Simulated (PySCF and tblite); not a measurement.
Values are calculated unless marked as measured or tabulated.
Stationary points of C$_{6}$H$_{8}$FN at GFN2-xTB, in Å:

Structure A

```
 1 N     2.708   -0.193    1.603
 2 C     1.991    0.018    0.739
 3 C     1.067    0.284   -0.338
 4 C    -0.015    1.294    0.128
 5 C    -1.337    0.519    0.160
 6 C    -0.926   -0.953    0.184
 7 F    -1.927   -1.761   -0.302
 8 C     0.311   -1.001   -0.710
 9 H     1.644    0.666   -1.184
10 H     0.234    1.675    1.119
11 H    -0.071    2.144   -0.550
12 H    -1.913    0.692   -0.751
13 H    -1.958    0.788    1.012
14 H    -0.707   -1.305    1.199
15 H     0.908   -1.899   -0.555
16 H    -0.010   -0.968   -1.752
```

Structure B

```
 1 N     3.418    0.388    0.500
 2 C     2.333    0.324    0.149
 3 C     0.958    0.239   -0.268
 4 C     0.035    1.158    0.547
 5 C    -1.363    0.580    0.303
 6 C    -1.158   -0.905   -0.037
 7 F    -1.657   -1.162   -1.301
 8 C     0.352   -1.151   -0.025
 9 H     0.895    0.492   -1.332
10 H     0.297    1.089    1.605
11 H     0.113    2.200    0.242
12 H    -1.833    1.061   -0.556
13 H    -2.014    0.713    1.165
14 H    -1.700   -1.584    0.629
15 H     0.660   -1.529    0.950
16 H     0.636   -1.875   -0.788
```

Structure C

```
 1 N     2.450    0.134    1.980
 2 C     1.850    0.207    1.010
 3 C     1.077    0.293   -0.207
 4 C    -0.088    1.277   -0.017
 5 C    -1.135    0.430    0.701
 6 C    -1.048   -0.929    0.007
 7 F    -1.914   -0.952   -1.073
 8 C     0.396   -1.060   -0.502
 9 H     1.750    0.598   -1.012
10 H     0.201    2.160    0.551
11 H    -0.463    1.589   -0.993
12 H    -2.140    0.843    0.626
13 H    -0.874    0.315    1.754
14 H    -1.360   -1.760    0.646
15 H     0.918   -1.885   -0.017
16 H     0.374   -1.251   -1.575
```

The path came from a restrained scan, a climbing-image band and a saddle search at GFN2-xTB; energies are PBE0/pcSseg-1 + D3(BJ)//GFN2-xTB, thermal terms GFN2-xTB.

Q: Which structure is a saddle point, and along which motion?

A: A: one imaginary mode (22i cm⁻¹ at GFN2-xTB, mostly on N1, C5, C4), along the inversion of the 5-membered ring (3–4–5–6–8).

Q: Give their symmetry and energies above the lowest.

A: A C1, 2.1 kcal/mol; B C1, 0.3 kcal/mol; C C1, 0.0 kcal/mol.
